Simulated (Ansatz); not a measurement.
Several settings on one geometry of HgCl2 (that of the charge 0 singlet, B3LYP-D4/def2-TZVP). Ansatz on 2 threads of Intel Xeon Platinum 8488C on a shared host; times are rough.

```
atom    x (Å)    y (Å)    z (Å)
 Hg1  -0.0017  -0.0010  -0.0001
 Cl2  -0.0167  -0.0214   2.2836
 Cl3   0.0185   0.0224  -2.2834
```

Totals from different functionals, basis sets or treatments of relativity can't be compared as stabilities.

In the def2 sets Hg takes a core potential; there is no spin–orbit coupling. Correlated methods freeze 10 core orbitals; core or outer-core shells of Hg are correlated, in sets that lack core-valence functions.

The spins typed aren't always the lowest for that charge.

Question: Give the basis size and estimate the energy, ⟨S²⟩ and time of these runs.

| run | method | charge | state | further keys |
| --- | --- | --- | --- | --- |
| 1 | UKS LDA (SPW92)/def2-mTZVP | -1 | doublet | scf: {omitted_lower_state_checks: [starts]} |
| 2 | RKS r2SCAN50/def2-mTZVP | 0 | singlet | scf: {lower_state_search: off} |
| 3 | RKS PBE0-DH/def2-mTZVP | 0 | singlet | scf: {lower_state_search: off}; forces asked |
| 4 | UKS PBE-D3(BJ)/def2-SVP | -1 | doublet | scf: {lower_state_search: light}; forces asked |
| 5 | RKS ωB97/def2-SVP | 0 | singlet | fitting: {mean_field: def2-universal-jkfit}; point_charges: [{charge: 0.50, position_ang: [3.721, 0.100, 0.943]}]; scf: {omitted_lower_state_checks: [starts]}; forces asked |
| 6 | RKS PBEsol-D4/def2-TZVP | 0 | singlet | scf: {omitted_lower_state_checks: [starts]}; forces asked |
| 7 | UKS BLYP/def2-SVP | -1 | doublet | forces asked |
| 8 | UKS BHLYP-D3(BJ)-ATM/def2-SVPD | -1 | doublet | nuclear_model: gaussian; pseudopotentials: {relativity: none}; forces asked |
| 9 | RKS SVWN5/def2-mTZVP | 0 | singlet | forces asked |

Answer: 
```
run  functions  energy (Eh)  ⟨S²⟩  wall time
  1         80   -1070.8177  0.75     0.55 s
  2         80   -1073.8538     –      1.2 s
  3         80   -1073.5043     –      2.7 s
  4         68   -1073.3211  0.75        1 s
  5         68   -1073.6685     –      1.7 s
  6        117   -1072.1050     –      1.1 s
  7         68   -1073.6211  0.75      2.6 s
  8         89   -1073.5728  0.75      2.5 s
  9         80   -1070.8018     –      0.5 s
```

The highest occupied level of an anion often lies above zero with these methods, and sets without diffuse functions describe the outer electron poorly.
